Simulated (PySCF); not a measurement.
C3H12BeGeSi, singlet, geometry from GFN2-xTB (such geometries of metal compounds can be far from the true shape); DF-B3LYP/def2-TZVP (PySCF).

Input for PySCF:
```python
from pyscf import gto, scf, dft

mol = gto.Mole()
mol.atom = '''
    Be   -0.39835649    0.17841689    0.02273242
    Si    1.61426038   -0.70886883   -0.04968647
    C     1.74115289   -2.45886914    0.73310311
    C     2.96989562    0.30861716    0.85492485
    C     2.30824218   -0.93834674   -1.82661132
    H     2.74980208   -2.85853723    0.66895527
    H     1.46399031   -2.44219540    1.78347013
    H     1.08010205   -3.16274378    0.23510129
    H     2.73785158    0.42490493    1.90992567
    H     3.06291244    1.30512214    0.43220134
    H     3.94513196   -0.16623581    0.78660108
    H     2.38423941    0.01281295   -2.34617484
    H     1.66546596   -1.58151053   -2.42128934
    H     3.29883739   -1.38539099   -1.81958544
    Ge   -2.38415952    1.04841663    0.07864622
    H    -3.49981436    0.32900780    0.79084214
    H    -2.59703826    2.40070790    0.70744058
    H    -3.12033908    1.31681403   -1.20798578
'''
mol.basis = 'def2-tzvp'
mol.verbose = 4
mol.max_memory = 1800
mol.build()

mf = dft.RKS(mol)
mf.xc = 'b3lyp'
mf = mf.density_fit(auxbasis='def2-universal-jkfit')
mf.kernel()
```

Q: Write the output that PySCF gives for this input, abridged.

A: 
```
PySCF version 2.14.0

[INPUT] verbose = 4
[INPUT] num. atoms = 18
[INPUT] num. electrons = 80
[INPUT] charge = 0
[INPUT] spin (= nelec alpha-beta = 2S) = 0
[INPUT] symmetry False subgroup None
[INPUT] Mole.unit = angstrom
[INPUT] Symbol           X                Y                Z      unit          X                Y                Z       unit  Magmom
[...]
nuclear repulsion = 408.538742899044
number of shells = 119
number of NR pGTOs = 425
number of NR cGTOs = 269
basis = def2-tzvp
ecp = {}

******** <class 'pyscf.df.df_jk.DFRKS'> ********
method = DFRKS
initial guess = minao
damping factor = 0
level_shift factor = 0
DIIS = <class 'pyscf.scf.diis.CDIIS'>
diis_start_cycle = 1
diis_space = 8
diis_damp = 0
SCF conv_tol = 1e-09
SCF conv_tol_grad = None
SCF max_cycles = 50
direct_scf = False
XC library pyscf.dft.libxc version 7.1.2
    S. Lehtola, C. Steigemann, M. J. T. Oliveira, and M. A. L. Marques,  SoftwareX 7, 1–5 (2018)
XC functionals = b3lyp
    P. J. Stephens, F. J. Devlin, C. F. Chabalowski, and M. J. Frisch,  J. Phys. Chem. 98, 11623 (1994)
radial grids:
    Treutler-Ahlrichs [JCP 102, 346 (1995); DOI:10.1063/1.469408] (M4) radial grids

becke partition: Becke, JCP 88, 2547 (1988); DOI:10.1063/1.454033
pruning grids: <function nwchem_prune>
grids dens level: 3
symmetrized grids: False
atomic radii adjust function: <function treutler_atomic_radii_adjust>
small_rho_cutoff = 0
Set gradient conv threshold to 3.16228e-05
Initial guess from minao.
tot grids = 213592
******** <class 'pyscf.df.df.DF'> ********
auxbasis = def2-universal-jkfit
init E= -2502.30706663785
[...]
cycle= 1 E= -2502.79355157438  delta_E= -0.486  |g|= 0.901  |ddm|= 3.07
[...]
cycle= 2 E= -2502.68669381456  delta_E= 0.107  |g|= 1.12  |ddm|= 1.22
[...]
cycle= 3 E= -2502.92128111922  delta_E= -0.235  |g|= 0.0811  |ddm|= 0.784
[...]
cycle= 4 E= -2502.92321235108  delta_E= -0.00193  |g|= 0.027  |ddm|= 0.104
[...]
cycle= 5 E= -2502.92335759609  delta_E= -0.000145  |g|= 0.00752  |ddm|= 0.021
[...]
cycle= 6 E= -2502.92336680427  delta_E= -9.21e-06  |g|= 0.00139  |ddm|= 0.00682
[...]
cycle= 7 E= -2502.92336725804  delta_E= -4.54e-07  |g|= 0.000328  |ddm|= 0.00141
[...]
cycle= 8 E= -2502.9233672903  delta_E= -3.23e-08  |g|= 6.87e-05  |ddm|= 0.000399
[...]
cycle= 9 E= -2502.92336729182  delta_E= -1.52e-09  |g|= 1.48e-05  |ddm|= 9.64e-05
[...]
cycle= 10 E= -2502.92336729187  delta_E= -5.37e-11  |g|= 3.68e-06  |ddm|= 1.77e-05
[...]
Extra cycle  E= -2502.92336729188  delta_E= -4.55e-12  |g|= 4.73e-06  |ddm|= 7.68e-06
converged SCF energy = -2502.92336729188
```
